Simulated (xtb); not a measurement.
CH7AlO2Si, SMILES [AlH]([O][SiH3])[O]C. All values are semi-empirical tight-binding results from xtb (GFN2-xTB unless named), good for trends rather than for accurate numbers. Geometry: GFN2-xTB. The structure was generated by enumeration; whether it is a known compound was not checked. Other conformers were not sampled.

For metal compounds this method's bond lengths and energies can be far off.

Computed properties:
```
Property                                       Value
-------------------------------------  -------------
orbital gap                                  4.87 eV
zero-point energy                      47.4 kcal/mol
G − E(el) at 298.15 K (modified RRHO)  25.6 kcal/mol
```
